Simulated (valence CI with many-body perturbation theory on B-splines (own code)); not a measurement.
Values are calculated unless marked as measured or tabulated.
# Te XXII: configurations and terms from energies and g

Level of theory: valence CI with perturbative core correlation (CI+MBPT): three valence electrons over a frozen Dirac-Fock core [Ar] 3d10, a basis of 11 s, 11 p, 9 d, 7 f, 5 g, 2 h, 1 i functions for each j, with the one-electron correlation potential Σ1 (screened to all orders), the two-electron term Σ2, the three-electron term Σ3, Breit, model QED; selected single and double excitations, second order for the rest (own B-spline code, finite nucleus).

No measured levels were compared; by estimate levels hold to about 250 cm⁻¹ or 0.2 % of their energy and the worst to 1 %, as in measured heavy ions of charge 2 to 7; those with d or f electrons hold less well.

| No. | J | Parity | E (eV) | g |
| --- | --- | --- | --- | --- |
| 1 | 1/2 | odd | 0.00 | 0.664 |
| 2 | 3/2 | odd | 13.86 | 1.332 |
| 3 | 1/2 | even | 45.08 | 2.505 |
| 4 | 3/2 | even | 53.90 | 1.705 |
| 6 | 3/2 | even | 64.52 | 0.881 |
| 10 | 3/2 | even | 83.38 | 1.274 |
| 11 | 3/2 | even | 98.56 | 0.802 |
| 12 | 5/2 | even | 101.01 | 1.200 |
| 15 | 5/2 | odd | 123.89 | 1.196 |
| 16 | 1/2 | odd | 130.75 | 0.664 |
| 17 | 3/2 | odd | 133.53 | 0.456 |
| 18 | 5/2 | odd | 136.06 | 1.049 |
| 20 | 7/2 | odd | 140.38 | 1.254 |

Energies count from the lowest level. Strongly mixed levels and levels close to another of their J and parity are left out, so the numbers can have gaps.

(1) Give configuration and LS term of each level.

Answers

(1) 1: 4s²4p ²P°; 2: 4s²4p ²P°; 3: 4s4p² ⁴P; 4: 4s4p² ⁴P; 6: 4s4p² ²D; 10: 4s4p² ²P; 11: 4s²4d ²D; 12: 4s²4d ²D; 15: 4p³ ²D°; 16: 4p³ ²P°; 17: 4s4p4d ⁴F°; 18: 4s4p4d ⁴F°; 20: 4s4p4d ⁴F°.
